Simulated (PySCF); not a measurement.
## Energy of Pd- (palladium, charge -1) between two integer charges

The 5s alpha orbital of [Kr] 4d10 5s1 is emptied in steps (occupation f), with all orbitals relaxed, ending at [Kr] 4d10. Computed with PySCF 2.14 in aug-cc-pVTZ-PP with ECP28MDF (6s6p5d3f2g, 88 functions), with a scalar-relativistic core potential. The exact energy is a straight line in f; departures are measured from the line between the end points of the same method.

```tsv
f	TPSS (eV)
1	0.000
0.9	-0.189
0.7	-0.454
0.5	-0.555
0.3	-0.478
0.1	-0.210
0	0.000
```

```json
{"method": "TPSS", "E(f=0) − E(f=1) (eV)": "0.766", "−ε at f=1 (eV)": "-1.299", "−ε at f=0.5 (eV)": "0.694"}
```

Orbital energy along the path (eV):

```json
{"f": "1", "TPSS": "1.299"}
{"f": "0.9", "TPSS": "0.943"}
{"f": "0.7", "TPSS": "0.162"}
{"f": "0.5", "TPSS": "-0.694"}
{"f": "0.3", "TPSS": "-1.618"}
{"f": "0.1", "TPSS": "-2.606"}
{"f": "0", "TPSS": "-3.124"}
```

At f = 1 the orbital energy is positive for TPSS: only the finite basis holds the electron.

Reference removal energy between the ground levels: 0.562 eV (measured; photodetachment measurements, as compiled on the Wikipedia data page of electron affinities).
